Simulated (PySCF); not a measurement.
## BBr₃: from structure and modes to constants

Method: PySCF, PBE, basis B def2-TZVP, Br def2-TZVP (no relativity, density fitting).

The singlet minimum has D3h symmetry. Masses (u): B 11.00930, Br 78.91834.

```xyz
4
charge 0 multiplicity 1, angstrom
B     0.0000    0.0000    0.0000
Br    1.9096    0.0000    0.0000
Br   -0.9548    1.6538    0.0000
Br   -0.9548   -1.6538    0.0000
```

Harmonic wavenumbers (cm⁻¹): 147.3 (e', ×2), 274.8 (a1', ×1), 373.3 (a2'', ×1), 796.8 (e', ×2).

(1) Find the principal moments of inertia and the rotational constants. What kind of rotor is it?

(2) What is the harmonic zero-point energy?

(3) Give the standard entropy (298.15 K, 1 bar) by its translational, rotational, vibrational and spin parts, and Cp.

## Answers

(1) About the centre of mass I = 431.69, 431.69, 863.38 u Å². With B = 16.8576/I this gives 0.03905, 0.03905, 0.01953 cm⁻¹. The molecule is an oblate symmetric top.

(2) Half the sum of all 6 wavenumbers, 2536/2 = 1268 cm⁻¹, which is 15.2 kJ/mol (1 cm⁻¹ = 0.0119627 kJ/mol).

(3) Sackur–Tetrode with M = 247.76 u gives 177.6; rotation with symmetry number 6 gives 112.2; vibration 35.4; spin R ln 1 = 0.0. The total is 325.2 J/(mol K), and Cp = 4 R + 35.0 = 68.3 J/(mol K).
